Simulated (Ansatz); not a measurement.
`FC(F)(F)C1=CC(C(F)(F)F)=[O+][Al-]([F])([F])[O]1` + `[OH][Ga]([F])[Cl]` → `FC(F)(F)C1=CC(C(F)(F)F)=[O+][Ga-]([F])([Cl])[O]1` + `[OH][Al]([F])[F]`  (substitution at a C–O bond)

Gas-phase electronic energies from Ansatz, PBE0-D4/def2-TZVP geometries. CCSD(T)/CBS is the MP2 limit (def2-TZVPP, def2-QZVPP) plus CCSD(T) − MP2 in def2-TZVPP, frozen cores. DFT in def2-TZVPP. For Ga outer-core shells are correlated without core-valence functions, which leaves a few kJ/mol of doubt a bond. Scalar relativity is left out up to krypton. Each species was taken in one conformer, which may not be the lowest.

```
        level  ΔE (eV)
       PBE-D4     0.31
       B97M-V     0.31
       revPBE     0.36
HF/def2-TZVPP     0.24
```

(1) What does CCSD(T)/CBS give? (Best estimate.)

Largest T1 diagnostic among the species: 0.015.

Answers

(1) Computed: +0.22 eV. The listed levels differ from it by 0.09, 0.09, 0.14, 0.02 eV.

From BLYP to BHLYP (50 % exact exchange), in def2-TZVPP and without D4, ΔE moves by −0.07 eV. The D4 term adds −0.06 eV with B3LYP and −0.04 eV with PBE0; it sums over pairs of atoms, weighted by their polarisabilities, and B3LYP, whose exchange is more repulsive, gets the larger term.

B3LYP here is the variant with VWN-RPA as its local correlation; programs differ in this.
